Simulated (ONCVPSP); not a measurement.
What one change does to a pseudopotential (V, ONCV)

```
Element                 : V (Z = 23)
Generator               : ONCVPSP 4.0.1
Type                    : optimised norm-conserving Vanderbilt (ONCV)
Functional              : LDA (Perdew-Zunger)
Relativity              : scalar-relativistic
Frozen core             : [Ar]
Valence charge          : 5
Reference configuration : 3d3 4s2
Partial waves           : 4s: rc 2.75 bohr, ncon 5, nbas 8, qcut 2.8 1/bohr, 2 projectors, debl 2.1 Ha; p scattering state at 0.03 Ha: rc 2.30 bohr, ncon 5, nbas 8, qcut 3.2 1/bohr, 2 projectors, debl 1.9 Ha; 3d: rc 1.50 bohr, ncon 5, nbas 10, qcut 10 1/bohr, 1 projector
Local potential         : polynomial inside 0.95 bohr (lpopt 5, dvloc0 6 Ha)
Core correction         : polynomial model core, fcfact 0.35
```

Change: all radii but the core radius scaled by about 1.16 (s 3.18, p 2.66, d 1.74 bohr); local potential polynomial inside 1.10 bohr (lpopt 5, dvloc0 6 Ha). In the p channel the program set the typed energies aside and used 0.050, 1.950 Ha.

Cutoffs: the cutoffs (Ha) at which the residual kinetic energy of the hardest occupied pseudo-wave falls to 1 and 0.1 mHa per electron; they do not see the model core or the augmentation charge, which bear on the density cutoff. Errors are all-electron minus pseudo energies relative to the spin-unpolarised reference configuration.

Task: What does the change do?

Result: The potential gets softer (41 Ha and 47 Ha → 36 Ha and 41 Ha); the bound ghost in p, s disappears; the lowest positive-energy flag moves from none to s at 27.5 eV; of the 4 tests that both files solve, the error grows in 0 and shrinks in 1 by more than 15 % and 0.3 meV (median size 134.8 → 128.2 meV). A larger radius leaves more room for a smooth pseudo-wave, so fewer plane waves are needed.

| quantity | base | changed |
| --- | --- | --- |
| cutoff, loose | 41 Ha | 36 Ha |
| cutoff, tight | 47 Ha | 41 Ha |
| loose cutoff by channel | s 3.2 Ha, d 41 Ha | s 3.1 Ha, d 36 Ha |
| bound ghosts | s, p | none |
| GHOST(+) flags under 300 eV | none | s at 27.5 eV, p at 75.8 eV |
| error for 3d3 4s1, meV [ΔE 7.94 eV] | -6.9 | -5.7 |
| error for 3d3 4s0, meV [ΔE 22.49 eV] | -38 | -36 |
| error for 3d2 4s0, meV [ΔE 51.64 eV] | -232 | -240 |
| error for 3d2 4s2, meV [ΔE 11.22 eV] | -248 | -220 |
| rms error of d²Exc/dni dnj with the model core, mHa | 7.93 | 7.74 |

 A true bound ghost makes a file unfit for plane-wave use even where its test errors are small: the radial tests pick states by their node count and pass the ghost by.
